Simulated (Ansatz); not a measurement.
CeCl₃, doublet, geometry from GFN2-xTB (such geometries of metal compounds can be far from the true shape) (core potentials on Ce). Base run: PBE/def2-SVP (Ansatz, a program for electronic structure).

Here is a job for Ansatz.
Ansatz 0.2 input:
```yaml
crystal:
  periodic: [false, false, false]
  atoms:
    - {symbol: Ce, position_ang: [-0.19997989, 0.17171609, 0.49563807]}
    - {symbol: Cl, position_ang: [-1.58911817, -1.32918991, -0.90375976]}
    - {symbol: Cl, position_ang: [0.35878579, 1.86556014, -1.22465596]}
    - {symbol: Cl, position_ang: [1.91261672, -1.12222513, 0.43741526]}
basis:
  gaussian:
    orbitals: def2-SVP
hamiltonian:
  xc: pbe
magnetization: {spin_polarized: true, initial_magnetization: 1}
```

Variants of this job, named by their change:

| change | ΔE vs base (mEh) |
|---|---|
| base | 0.000 |
| occupation = up:A':27 A'':14 down:A':25 A'':15 | 164.7 |
| symmetry_tolerance_ang = 0.01 | 0.000 |
| occupation = up:A':26 A'':15 down:A':25 A'':15 | 1.902 |
| occupation = up:A':25 A'':16 down:A':25 A'':15 | 1.323 |
